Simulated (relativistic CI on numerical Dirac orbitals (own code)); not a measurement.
# Radial parameters of Ga⁺

Method of calculation: Dirac-Coulomb-Breit CI, KLI orbitals optimised for each configuration, model QED (radiative potential, 1s self-energy scaled to tabulated hydrogen-like ionisation energies), valence Slater integrals scaled by 0.85, P86 correlation energy added to each configuration (own radial code, finite nucleus).

Slater integrals F^k, G^k are unscaled and averaged over j, outside the closed core [Ar] 3d10; ζ comes from projecting the Hamiltonian with its Breit term on Σ l·s of the shell.

- 4s 4p: G^1(4s,4p) = 49059, ζ(4p) = 772.71 cm⁻¹; <r>(4s) = 2.214, <r^2>(4s) = 5.646, <r>(4p) = 2.857, <r^2>(4p) = 9.463 (bohr units).
- 4s 5s: G^0(4s,5s) = 2662.3 cm⁻¹; <r>(4s) = 2.142, <r^2>(4s) = 5.284, <r>(5s) = 5.724, <r^2>(5s) = 36.63 (bohr units).
- 4p2: F^2(4p,4p) = 36406, ζ(4p) = 796.52 cm⁻¹; <r>(4p) = 2.819, <r^2>(4p) = 9.222 (bohr units).

In this model ζ of a weakly bound d, f or g electron outside closed shells comes out too small, for d by up to a factor of two or three and at times with the wrong sign; that of an outer p electron is too small as well.

For a near-neutral ion this model can misplace configurations by up to about 10,000 cm⁻¹ (more where the count of f electrons changes) and terms by 10 to 25 % of their spread. Rates follow the energies as ν³ (E1, M1) or ν⁵ (E2), so they and the lifetimes can be off by large factors. The fine structure of a lone outer electron comes out too small, for d and f at times inverted, and misplaced configurations move strength between like terms. 12 of the 13 excited levels that our extract of the measured tables holds in this range could be paired (the sources list more); they are missed by 4003 cm⁻¹ on average and 4400 at most, and levels without a partner can miss by more.

Averages of the first 10 configurations, taken without configuration mixing, which lowers the lowest level and can move excited configurations by several eV; other configurations of the list can lie among them:

```tsv
Configuration	Parity	States	Average energy above the lowest level (eV)
4s2	even	1	0.6
4s 4p	odd	12	6.4
4s 5s	even	4	12.4
4p2	even	15	14.2
4s 4d	even	20	13.7
4s 5p	odd	12	14.3
4d2	even	45	29.7
4s 6s	even	4	16.0
4s 4f	odd	28	16.8
4s 5d	even	20	16.5
```
